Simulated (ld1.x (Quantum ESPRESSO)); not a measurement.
**Ranking TM potentials for beryllium**

All share these settings but for the change named:

beryllium (Be), norm-conserving Troullier–Martins (Kleinman–Bylander form), made with ld1.x (Quantum ESPRESSO) 7.5 (PBE, scalar-relativistic). Core [He], reference 2s1 2p1. Waves: 2s (bound): rc 1.75 bohr; 2p (bound): rc 4.20 bohr; 3d channel at 0.35 Ry: rc 4.05 bohr. Local part: the d channel. Core correction: Bessel-smoothed model core inside 0.80 bohr.

Cutoff: the first of the cutoffs (Ry, on a coarse ladder) from which the occupation-weighted sum of valence levels, in a spherical-Bessel basis at the reference potential, stays within 10 and 1 mRy of its value at 400 Ry; the density cutoff is not measured.

The base gives 8 Ry.

Of 8 variants that were run, those that failed, showed a ghost or another fault, or gave nearly equal values are left out.

A variant can come out equal or close to the base.

Problem. Rank these variants from softest to hardest (loose cutoff).
A. wave 3d channel at 0.35 Ry: rc 4.05 bohr becomes 3d channel at -0.08 Ry: rc 4.05 bohr
B. wave 2s (bound): rc 1.75 bohr becomes 2s (bound): rc 1.14 bohr
C. reference 2s2 2p0

Solution. A (8 Ry), C (10 Ry), B (40 Ry).
